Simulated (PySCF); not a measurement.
C2H5N, SMILES C=NC. Coordinates come from a PBE-D3(BJ)/def2-TZVP optimisation.

These are PBE-D3(BJ)/def2-TZVP in PySCF 2.14.0 values and carry that method's errors.

Harmonic wavenumbers (cm⁻¹): 221, 464, 678, 951, 1015, 1083, 1100, 1192, 1375, 1420, 1423, 1454, 1685, 2893, 2898, 3003, 3023, 3057. Rotational constants (GHz): 52.87, 10.62, 9.361; symmetry number 1.

Question: Work out the zero-point energy and the ideal-gas rigid-rotor harmonic-oscillator thermochemistry at 298.15 K and 1 atm.

Answer: ZPE = ½ Σ hcν = ½ × 28936 cm⁻¹ = 173.08 kJ/mol. H − E(el) = 185.83 kJ/mol. Entropy in J/(mol K): translation 155.67, rotation 90.54, vibration 14.59, total 260.81. G − E(el) = 108.07 kJ/mol. Cp = 58.49 J/(mol K).
